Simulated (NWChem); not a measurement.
Species: Si₂N₂H₈O; SMILES O([SiH3])[SiH](N)N

```xyz
13

N      1.1679    -1.7910     0.5283
Si     0.0183    -0.9638    -0.4471
N     -1.4948    -1.1762     0.3573
O      0.1959     0.6796    -0.6405
Si     0.0678     2.0819     0.2244
H      1.2169    -1.6200     1.5256
H      2.0724    -2.0414     0.1486
H      0.1938    -1.5090    -1.8147
H     -1.7637    -2.1041     0.6616
H     -2.3023    -0.6394     0.0650
H     -1.3495     2.5316     0.3108
H      0.5931     1.9278     1.6104
H      0.8545     3.1364    -0.4658
```
Atoms are numbered in this order, from 1.

Computed with NWChem. Pople sets run with spherical d functions. Coordinates come from a B3LYP/6-31G* (spherical d) optimisation. LC-ωPBE (HJS hole) with 6-31G*; x = 1 − exp(−ω/0.25 bohr⁻¹) is a scale chosen for this fit.

| row | x | −ε(HOMO) (eV) |
|---|---|---|
| ω = 0.15 | 0.451 | 7.79 |
| ω = 0.35 | 0.753 | 9.74 |
| ω = 0.40 | 0.798 | 10.08 |
| ω = 0.60 | 0.909 | 10.99 |
| ω = 0.80 | 0.959 | withheld |

Fit a straight line of the last column on the one before it, predict the withheld value, and compare with the run.


1. Means of the 4 shown rows: x = 0.7277, y = 9.650. Slope Σ(x − x̄)(y − ȳ)/Σ(x − x̄)² = 0.7901/0.1150 = 6.870; intercept 4.650.
2. The shown rows scatter about the line by 0.071 (root mean square); the largest residual is +0.10, at ω = 0.60.
3. At x = 0.959 (ω = 0.80; beyond the shown range) the line gives 11.24.
4. The run gives 11.45, +0.21 from the line, 2.9 times the scatter.
